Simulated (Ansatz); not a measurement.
`F[SiH](Cl)[O][GeH3]` from Hartree–Fock to CCSD(T)

```tsv
atom	x (Å)	y (Å)	z (Å)
F1	2.380	-0.208	-0.719
Si2	0.917	-0.764	-0.980
Cl3	0.131	0.370	-2.490
O4	0.022	-0.645	0.341
Ge5	-0.940	0.626	1.158
H6	1.025	-2.163	-1.412
H7	-1.038	0.160	2.612
H8	-0.188	1.956	1.023
H9	-2.308	0.668	0.468
```

Charge 0, multiplicity 1. Correlated methods include outer-core shells of Ge, which these sets cover unevenly. Scalar relativity is left out up to krypton. The structure was optimised at the PBE0-D4/def2-TZVP level. It is one conformer, not always the lowest. Frozen core, restricted reference, Ansatz 0.2.0.

| basis | HF (Eh) | MP2 corr. |
| --- | --- | --- |
| def2-SVP | -2999.97639 | -0.82324 |
| def2-TZVPP | -3000.74262 | -1.04651 |
| def2-QZVPP | -3000.81643 | -1.38311 |

Question: Estimate the CCSD correlation energy and the (T) correction in each basis where they were run (hartree).

Answer: 
```json
{"basis": "def2-SVP", "CCSD corr.": "-0.85583", "(T)": "-0.01834"}
{"basis": "def2-TZVPP", "CCSD corr.": "-1.08070", "(T)": "-0.03770"}
```
